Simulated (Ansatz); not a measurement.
Reaction (formal exchange of groups at a B–Sn bond): `[CH3][SnH]([F])[BH]Cl` + `C=CCO` → `OCBCl` + `C=[CH][SnH]([CH3])[F]`

Isolated molecules relaxed with PBE0-D4/def2-TZVP in Ansatz; ΔE leaves out vibrations. CBS: MP2 limit from def2 TZ/QZ plus the TZ coupled-cluster correction, frozen cores. Functionals use def2-TZVPP. B3LYP here is the variant with VWN-RPA as its local correlation; programs differ in this. HSE06 is defined as in plane-wave codes. Elements past krypton have def2 core potentials. For Sn outer-core shells are correlated without core-valence functions, which leaves a few kJ/mol of doubt a bond. Each species was taken in one conformer, which may not be the lowest.

`[CH3][SnH]([F])[BH]Cl`:

Z-matrix (Å, degrees):
```
C
Sn 1 2.132
H 1 1.091 2 110.2
H 1 1.090 2 109.1 3 -120.1
H 1 1.090 2 109.5 3 120.3
F 2 1.939 1 103.6 3 -178.4
B 2 2.255 1 116.3 3 -63.4
H 2 1.712 1 111.8 3 70.7
Cl 7 1.737 2 119.4 1 62.0
H 7 1.192 2 123.6 1 -117.6
```

`C=CCO`:

```xyz
10

C    -0.386    1.335    0.696
C    -0.612    0.126    0.200
C     0.289   -0.562   -0.770
O     0.736   -1.814   -0.285
H     0.487    1.909    0.402
H    -1.064    1.799    1.402
H    -1.489   -0.438    0.512
H     1.132    0.094   -1.027
H    -0.249   -0.785   -1.696
H     1.156   -1.664    0.567
```

`OCBCl`:

Z-matrix (Å, degrees):
```
C
B 1 1.549
O 1 1.404 2 119.2
H 1 1.105 2 106.4 3 -124.9
H 1 1.104 2 106.6 3 125.0
Cl 2 1.749 1 120.1 3 0.4
H 2 1.191 1 122.1 3 -179.7
H 3 0.962 1 108.3 2 -0.7
```

`C=[CH][SnH]([CH3])[F]`:

```xyz
12

C     0.605   -1.719   -1.024
C     1.352   -0.767   -0.478
Sn    0.491    0.950    0.412
C    -1.631    0.849    0.482
F     1.051    0.901    2.265
H     1.042   -2.602   -1.484
H    -0.481   -1.672   -1.038
H     2.434   -0.870   -0.490
H     1.136    2.429   -0.148
H    -1.937   -0.102    0.918
H    -2.007    1.662    1.103
H    -2.055    0.941   -0.519
```

```json
{"level": "LDA (SPW92)", "ΔE (kJ/mol)": "-26.5", "difference from CCSD(T)/CBS": "0.9"}
{"level": "PBE-D4", "ΔE (kJ/mol)": "-23.8", "difference from CCSD(T)/CBS": "3.6"}
{"level": "revPBE-D4", "ΔE (kJ/mol)": "-24.0", "difference from CCSD(T)/CBS": "3.4"}
{"level": "BLYP-D4", "ΔE (kJ/mol)": "-25.7", "difference from CCSD(T)/CBS": "1.7"}
{"level": "r2SCAN-D4", "ΔE (kJ/mol)": "-27.5", "difference from CCSD(T)/CBS": "-0.1"}
{"level": "B97M-V", "ΔE (kJ/mol)": "-29.5", "difference from CCSD(T)/CBS": "-2.1"}
{"level": "PBE0-D4", "ΔE (kJ/mol)": "-24.3", "difference from CCSD(T)/CBS": "3.1"}
{"level": "B3LYP-D4", "ΔE (kJ/mol)": "-25.9", "difference from CCSD(T)/CBS": "1.5"}
{"level": "r2SCAN0-D4", "ΔE (kJ/mol)": "-27.0", "difference from CCSD(T)/CBS": "0.4"}
{"level": "HSE06-D4", "ΔE (kJ/mol)": "-24.2", "difference from CCSD(T)/CBS": "3.2"}
{"level": "BHLYP-D4", "ΔE (kJ/mol)": "-26.1", "difference from CCSD(T)/CBS": "1.3"}
{"level": "CAM-B3LYP-D4", "ΔE (kJ/mol)": "-27.5", "difference from CCSD(T)/CBS": "-0.1"}
{"level": "ωB97X-V", "ΔE (kJ/mol)": "-26.8", "difference from CCSD(T)/CBS": "0.6"}
{"level": "ωB97M-V", "ΔE (kJ/mol)": "-29.8", "difference from CCSD(T)/CBS": "-2.4"}
{"level": "B2PLYP", "ΔE (kJ/mol)": "-25.8", "difference from CCSD(T)/CBS": "1.6"}
{"level": "PBE-QIDH", "ΔE (kJ/mol)": "-26.2", "difference from CCSD(T)/CBS": "1.2"}
{"level": "PBE", "ΔE (kJ/mol)": "-22.0", "difference from CCSD(T)/CBS": "5.4"}
{"level": "revPBE", "ΔE (kJ/mol)": "-19.7", "difference from CCSD(T)/CBS": "7.7"}
{"level": "r2SCAN", "ΔE (kJ/mol)": "-27.1", "difference from CCSD(T)/CBS": "0.3"}
{"level": "B3LYP", "ΔE (kJ/mol)": "-23.0", "difference from CCSD(T)/CBS": "4.4"}
{"level": "r2SCANh", "ΔE (kJ/mol)": "-26.9", "difference from CCSD(T)/CBS": "0.5"}
{"level": "r2SCAN0", "ΔE (kJ/mol)": "-26.5", "difference from CCSD(T)/CBS": "0.9"}
{"level": "HSE06", "ΔE (kJ/mol)": "-22.8", "difference from CCSD(T)/CBS": "4.6"}
{"level": "BHLYP", "ΔE (kJ/mol)": "-24.2", "difference from CCSD(T)/CBS": "3.2"}
{"level": "CAM-B3LYP", "ΔE (kJ/mol)": "-26.0", "difference from CCSD(T)/CBS": "1.4"}
{"level": "LC-ωPBE", "ΔE (kJ/mol)": "-26.7", "difference from CCSD(T)/CBS": "0.7"}
{"level": "HF/def2-SVP", "ΔE (kJ/mol)": "-18.8", "difference from CCSD(T)/CBS": "8.6"}
{"level": "MP2/def2-SVP", "ΔE (kJ/mol)": "-24.2", "difference from CCSD(T)/CBS": "3.2"}
{"level": "CCSD/def2-SVP", "ΔE (kJ/mol)": "-18.4", "difference from CCSD(T)/CBS": "9.0"}
{"level": "CCSD(T)/def2-SVP", "ΔE (kJ/mol)": "-18.3", "difference from CCSD(T)/CBS": "9.1"}
{"level": "HF/def2-TZVPP", "ΔE (kJ/mol)": "-21.6", "difference from CCSD(T)/CBS": "5.8"}
{"level": "MP2/def2-TZVPP", "ΔE (kJ/mol)": "-30.2", "difference from CCSD(T)/CBS": "-2.8"}
{"level": "SCS-MP2/def2-TZVPP", "ΔE (kJ/mol)": "-27.1", "difference from CCSD(T)/CBS": "0.3"}
{"level": "CCSD/def2-TZVPP", "ΔE (kJ/mol)": "-25.6", "difference from CCSD(T)/CBS": "1.8"}
{"level": "CCSD(T)/def2-TZVPP", "ΔE (kJ/mol)": "-26.6", "difference from CCSD(T)/CBS": "0.8"}
{"level": "HF/def2-QZVPP", "ΔE (kJ/mol)": "-22.1", "difference from CCSD(T)/CBS": "5.3"}
{"level": "MP2/def2-QZVPP", "ΔE (kJ/mol)": "-30.8", "difference from CCSD(T)/CBS": "-3.4"}
{"level": "HF/CBS(def2)", "ΔE (kJ/mol)": "-22.2", "difference from CCSD(T)/CBS": "5.2"}
{"level": "MP2/CBS(def2)", "ΔE (kJ/mol)": "-30.9", "difference from CCSD(T)/CBS": "-3.5"}
{"level": "CCSD/CBS(def2)", "ΔE (kJ/mol)": "-26.3", "difference from CCSD(T)/CBS": "1.1"}
{"level": "CCSD(T)/CBS", "ΔE (kJ/mol)": "-27.4", "difference from CCSD(T)/CBS": "0"}
```

Largest T1 diagnostic among the species: 0.013.

At CCSD(T), def2-SVP lies +9.1 kJ/mol from the extrapolated value and def2-TZVPP +0.8 kJ/mol. In def2-TZVPP, CCSD(T) changes the Hartree–Fock value by −5.1 kJ/mol (the triples alone add −1.1 kJ/mol) and MP2 by −8.6 kJ/mol.

CCSD(T)/CBS has its own doubt, a few kJ/mol and more with outer-core shells, so smaller differences from it don't rank the levels.
